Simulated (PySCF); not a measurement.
Species: `CC(C)([SiH3])C(=S)CF`. The columns A, B, C and D hold Mulliken, IAO, Hirshfeld and ESP-fitted charges (e) of one PBE0/pcSseg-1 density (PySCF), in a shuffled order. Coordinates in Å (GFN2-xTB); the density's dipole moment is (-0.69, -0.63, -1.65) D.

| atom | x | y | z | A | B | C | D |
| --- | --- | --- | --- | --- | --- | --- | --- |
| C1 | -1.462 | -0.920 | 0.797 | -0.144 | -0.475 | -0.412 | -0.126 |
| C2 | -0.351 | -0.175 | 0.055 | -0.698 | +0.510 | -0.201 | -0.055 |
| C3 | -0.198 | -0.754 | -1.353 | -0.169 | -0.518 | -0.421 | -0.120 |
| Si4 | -0.899 | 1.700 | -0.073 | +0.551 | +0.381 | +0.612 | +0.319 |
| C5 | 0.898 | -0.161 | 0.825 | -0.326 | -0.145 | -0.051 | +0.041 |
| S6 | 0.961 | -0.355 | 2.449 | -0.050 | -0.213 | -0.115 | -0.100 |
| C7 | 2.218 | 0.029 | 0.132 | +0.295 | +0.170 | +0.021 | +0.019 |
| F8 | 2.184 | 0.948 | -0.890 | -0.330 | -0.232 | -0.323 | -0.091 |
| H9 | -1.648 | -0.480 | 1.772 | +0.144 | +0.090 | +0.155 | +0.029 |
| H10 | -1.174 | -1.959 | 0.951 | +0.122 | +0.121 | +0.146 | +0.037 |
| H11 | -2.384 | -0.898 | 0.222 | +0.118 | +0.114 | +0.137 | +0.041 |
| H12 | 0.513 | -0.198 | -1.956 | +0.145 | +0.121 | +0.153 | +0.033 |
| H13 | 0.128 | -1.793 | -1.298 | +0.119 | +0.137 | +0.140 | +0.042 |
| H14 | -1.158 | -0.730 | -1.864 | +0.126 | +0.117 | +0.145 | +0.045 |
| H15 | 0.064 | 2.452 | -0.864 | -0.043 | -0.088 | -0.096 | -0.071 |
| H16 | -1.016 | 2.206 | 1.292 | -0.056 | -0.088 | -0.103 | -0.071 |
| H17 | -2.203 | 1.648 | -0.735 | -0.076 | -0.121 | -0.115 | -0.071 |
| H18 | 2.976 | 0.371 | 0.844 | +0.138 | +0.044 | +0.169 | +0.045 |
| H19 | 2.541 | -0.922 | -0.313 | +0.134 | +0.076 | +0.159 | +0.054 |

Question: Which column most likely holds the ESP-fitted charges?

Answer: B. Σ q r misses the density's dipole by 0.07 D (B), 0.71 D (A), 1.26 D (D), 1.54 D (C). Charges fitted to the outside potential are the only set here that is tied to the molecule's multipoles.

Question: And the Hirshfeld charges?

Answer: D. The mean sizes are 0.074 e (D), 0.193 e (C), 0.198 e (B), 0.199 e (A), and Hirshfeld charges are commonly the smallest of these schemes.

As computed, A = Mulliken, B = ESP-fitted, C = IAO, D = Hirshfeld. Hydrogens on carbon: Mulliken +0.12 to +0.14, ESP-fitted +0.04 to +0.14, IAO +0.14 to +0.17, Hirshfeld +0.03 to +0.05 e.

The ESP scheme is a least-squares fit of atom-centred charges to the potential on four shells outside the van der Waals surface, with the total charge fixed. The IAO scheme projects the occupied orbitals on a minimal set of polarised atomic orbitals and counts the electrons in each atom's part of it.

Isolated species at its GFN2-xTB geometry (one conformer only).

Shape of the structure used: `[CH3:1][C:2]([CH3:3])([SiH3:4])[C:5](=[S:6])[CH2:7][F:8]`: C1–C2–C5–S6 -23°, C2–C5–C7–F8 39°.
